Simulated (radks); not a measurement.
Cl9+, 8 electrons, occupied as [He] 2s2 2p4 (the NIST ground configuration). All-electron calculation, Dirac Kohn-Sham, PBE, spin-unpolarised, spherical densities, point nucleus; open shells are shared between the two j in proportion to 2j + 1. Program: a radial shooting solver on a logarithmic mesh with Libxc functionals.

Unscreened Slater integrals over Kohn-Sham orbitals (eV). Large and small components are both included.

\begin{tabular}{lr}
integral & value \\ \hline
F0(2p3/2,2p3/2) & 66.284 \\
F2(2p3/2,2p3/2) & 31.240 \\
F0(2p3/2,2p1/2) & 66.459 \\
G2(2p3/2,2p1/2) & 31.238 \\
F0(2p3/2,2s1/2) & 61.689 \\
G1(2p3/2,2s1/2) & 36.017 \\
F0(2p3/2,1s1/2) & 91.174 \\
G1(2p3/2,1s1/2) & 14.524 \\
F0(2p1/2,2p1/2) & 66.636 \\
F0(2p1/2,2s1/2) & 61.822 \\
G1(2p1/2,2s1/2) & 35.982 \\
F0(2p1/2,1s1/2) & 91.743 \\
G1(2p1/2,1s1/2) & 14.644 \\
F0(2s1/2,2s1/2) & 58.680 \\
F0(2s1/2,1s1/2) & 82.498 \\
G0(2s1/2,1s1/2) & 7.4300 \\
F0(1s1/2,1s1/2) & 282.01 \\
\end{tabular}
